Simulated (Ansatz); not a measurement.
Abridged output of a molecular run in Ansatz:

```
Functional definition: HF
2062 factors; integrals over basis functions are off by at most 1.4e-3 eV
mean field evaluation 1: about -13827.5598 eV, gradient 6.5e1 eV
mean field evaluation 2: about -13827.8131 eV, gradient 6.5e1 eV
mean field evaluation 4: about -13836.4038 eV, gradient 5.2e0 eV
mean field evaluation 8: about -13836.5169 eV, gradient 3.0e-1 eV
mean field -13836.51727973 eV, -508.4826313018 hartree, gradient 2.0e-6 eV, S^2 0.000000; 0 other end points of the search recorded, 0 dependent functions left out
8 core orbitals not correlated: weight in the atoms' cores, before any rotation towards them, 1.000 or more for the frozen orbitals, at most 0.000 for the correlated occupied ones
reference -13836.51727973 eV, -508.4826313018 hartree; 32, 32 occupied and 163, 163 virtual orbitals, 2062 factors
second order -42.48072706 eV of doubles, -0.00000000 eV of singles
cycle   1  -42.82891422 eV  change   -3.5e-1 eV  update   1.9e-1
cycle   2  -43.91388205 eV  change    -1.1e0 eV  update   6.8e-2
cycle   3  -44.28781069 eV  change   -3.7e-1 eV  update   3.5e-2
cycle   4  -44.28938281 eV  change   -1.6e-3 eV  update   9.2e-3
cycle   5  -44.27781487 eV  change    1.2e-2 eV  update   3.7e-3
cycle   6  -44.27856252 eV  change   -7.5e-4 eV  update   1.4e-3
cycle   7  -44.27828593 eV  change    2.8e-4 eV  update   4.8e-4
cycle   8  -44.27797869 eV  change    3.1e-4 eV  update   2.2e-4
cycle   9  -44.27807566 eV  change   -9.7e-5 eV  update   7.5e-5
cycle  10  -44.27812530 eV  change   -5.0e-5 eV  update   2.9e-5
perturbative correction -1.32111581 eV, -0.0485501104 hartree
Total energy: -13882.11652084 eV, -510.1583725042 hartree
```

Its atoms:

```xyz
21

C     0.248    1.367   -1.597
C    -1.139    0.997   -1.107
N    -1.124    0.414    0.215
C    -2.450    0.061    0.668
Zr    0.562    0.097    1.319
O    -0.037   -0.646    3.000
F     1.494    1.774    1.571
O     1.765   -1.091    0.407
C     2.498   -1.900   -0.449
H     0.894    0.486   -1.667
H     0.724    2.098   -0.936
H     0.198    1.812   -2.592
H    -1.603    0.295   -1.819
H    -1.776    1.896   -1.109
H    -2.922   -0.676    0.000
H    -3.110    0.940    0.702
H    -2.417   -0.370    1.671
H     0.084   -1.173    3.785
H     2.453   -2.945   -0.124
H     2.108   -1.845   -1.473
H     3.548   -1.590   -0.465
```

Q: Which basis set was used?
A. def2-QZVPP
B. cc-pV(T+d)Z
C. def2-TZVPPD
D. def2-SVP

A: D. It gives 203 functions.

Q: Write the keys of the input that set method, charge and spin (a neutral closed shell needs none for the last two).

A: 
```yaml
correlation: {method: ccsd_t}
```
